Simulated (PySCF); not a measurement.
C₂H₇FOSi₂.
Structure used (GFN2-xTB), in Å, numbered top down from 1:
```xyz
13
C2H7FOSi2 angstrom
C      2.7298    0.0153   -0.2239
C      1.4251    0.2405   -0.2546
Si     0.1895   -0.4222    1.0008
O     -1.3056   -0.3490    0.3517
Si    -2.5642    0.1313   -0.5154
F     -2.2055    1.5610   -1.1555
H      3.4101    0.4192   -0.9585
H      3.1798   -0.5917    0.5459
H      1.0297    0.8584   -1.0542
H      0.1439    0.3994    2.2127
H      0.3732   -1.8455    1.2854
H     -3.6776    0.3560    0.3845
H     -2.7326   -0.7722   -1.6366
```

Computed with TDDFT B3LYP/def2-SVPD, vertical, gas phase, core orbitals frozen in the response in PySCF 2.14.0, density-fitted response routines.

Transition dipole moments from the ground state, in atomic units and in the frame of the coordinates above (overall signs are arbitrary), for the states with f of 0.002 or more among the lowest 7:

```
state  E (eV)      μx      μy      μz
   S1   6.383  -0.063   0.084   0.140
   S2   6.724   0.750  -0.024  -0.372
   S3   6.879  -0.426  -0.212   0.138
   S4   7.278   1.030   0.024  -0.006
   S5   7.348  -0.113  -0.038   0.098
   S6   7.361  -0.324   0.126   0.093
   S7   7.570   0.255   0.086   0.152
```

Work out the oscillator strengths.

f = (2/3) ΔE |μ|² with ΔE in hartree (27.2114 eV).

```json
{"state": "S1", "|μ|² (au)": "0.031", "|μ| (D)": "0.45", "f": "0.005"}
{"state": "S2", "|μ|² (au)": "0.701", "|μ| (D)": "2.13", "f": "0.115"}
{"state": "S3", "|μ|² (au)": "0.246", "|μ| (D)": "1.26", "f": "0.041"}
{"state": "S4", "|μ|² (au)": "1.061", "|μ| (D)": "2.62", "f": "0.189"}
{"state": "S5", "|μ|² (au)": "0.024", "|μ| (D)": "0.39", "f": "0.004"}
{"state": "S6", "|μ|² (au)": "0.129", "|μ| (D)": "0.91", "f": "0.023"}
{"state": "S7", "|μ|² (au)": "0.096", "|μ| (D)": "0.79", "f": "0.018"}
```

Which bond between heavy atoms lies closest to the direction of the S4 transition dipole?

C1–C2, at 11° from it; next Si3–O4 at 24°.

What angle do the transition dipoles of S6 and S7 make?

|cos θ| = |μa·μb| / (|μa| |μb|) = 0.52, so θ ≈ 59° (taken between 0 and 90°, since the signs are arbitrary).

How is the summed strength of these states shared among x, y and z?

(2/3) Σ ΔE μα² gives 0.346 for x, 0.013 for y and 0.037 for z, 0.396 in all.

What peak molar absorption coefficient would the strongest computed level give as a lone Gaussian band 0.5 eV wide at half height?

ε(max) = 2.175×10⁸ f / FWHM, with the width in cm⁻¹. S4: 2.175×10⁸ × 0.1891 / 4033 ≈ 10000 L mol⁻¹ cm⁻¹.

One conformer stands for the species.
